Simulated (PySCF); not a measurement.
F$_{5}$Ta, charge -1, doublet, geometry from GFN2-xTB (such geometries of metal compounds can be far from the true shape) (the multiplicity is a formal guess) (core potentials on Ta) (in this run its highest filled SCF level lies above zero, so its values depend strongly on the basis, on diffuse functions most of all). Base run: DF-SVWN5/def2-SVP (PySCF).

The PySCF input:
```python
from pyscf import gto, scf, dft

mol = gto.Mole()
mol.atom = '''
    Ta    0.109025    0.109659   -0.044668
    F     1.391611   -0.549332    1.127382
    F    -1.045484    0.897469   -1.269192
    F    -0.442568    1.323911    1.249291
    F     0.788695   -0.975774   -1.391101
    F    -1.576569   -1.585728    0.645929
'''
mol.basis = 'def2-svp'
mol.ecp = {'Ta': 'def2-svp'}
mol.charge = -1
mol.spin = 1
mol.verbose = 4
mol.build()

mf = dft.UKS(mol)
mf.xc = 'lda,vwn'
mf = mf.density_fit(auxbasis='def2-universal-jkfit')
mf.kernel()
mf.analyze()
```

Each row names what was changed in the base input (with any setting that the change needs).

```csv
change,basis functions,E (Eh),HOMO (eV),core-seconds (rough)
base,102,-552.91721,0.65,10
basis = LANL2DZ,67,-554.19046,0.06,10
basis = def2-SV(P),95,-552.88464,0.55,10
basis = def2-SVPD,150,-552.98159,0.07,30
basis = def2-TZVP,195,-553.56806,0.31,30
basis = def2-TZVPP,211,-553.57482,0.33,30
basis = def2-TZVPD,243,-553.57768,0.12,40
```

Totals compare only among sets that treat the same electrons; sets with core potentials leave the core out.

Open shells are given as the SCF converged; they aren't shown to be the lowest states, and a large step between rows can be another state.
